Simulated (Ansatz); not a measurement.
Start from `CC1(F)BO1` and change one atom or group to get `CC1BO1`.

Ansatz, PBE0-D4/def2-TZVP geometries, multiplicity 1. 

```json
{"property": "LUMO energy (PBE0/def2-TZVPP) / eV", "`CC1(F)BO1`": "-0.82"}
{"property": "LUMO energy (B3LYP/def2-TZVPP) / eV", "`CC1(F)BO1`": "-1.09"}
{"property": "HOMO–LUMO gap (B3LYP/def2-TZVPP) / eV", "`CC1(F)BO1`": "6.74"}
{"property": "HOMO energy (ωB97M-V/def2-TZVPP) / eV", "`CC1(F)BO1`": "-10.34"}
{"property": "HOMO–LUMO gap (PBE/def2-TZVPP) / eV", "`CC1(F)BO1`": "4.74"}
{"property": "LUMO energy (PBE/def2-TZVPP) / eV", "`CC1(F)BO1`": "-1.84"}
```

**Question.** What does the change do to each property? (An estimate is asked.)

**Answer.** Ansatz gave: 
```
                             property  `CC1BO1`  shift
   LUMO energy (PBE0/def2-TZVPP) / eV     -0.38   0.44
  LUMO energy (B3LYP/def2-TZVPP) / eV     -0.65   0.44
HOMO–LUMO gap (B3LYP/def2-TZVPP) / eV      6.98   0.24
HOMO energy (ωB97M-V/def2-TZVPP) / eV    -10.12   0.22
  HOMO–LUMO gap (PBE/def2-TZVPP) / eV      5.10   0.36
    LUMO energy (PBE/def2-TZVPP) / eV     -1.39   0.45
```

With PBE0 the HOMO rises by 0.20 eV and the LUMO rises by 0.44 eV, so the gap widens by about 0.24 eV. PBE moves the HOMO by 0.09 eV and ωB97M-V by 0.22 eV.

B3LYP here is the variant with VWN-RPA as its local correlation; programs differ in this.
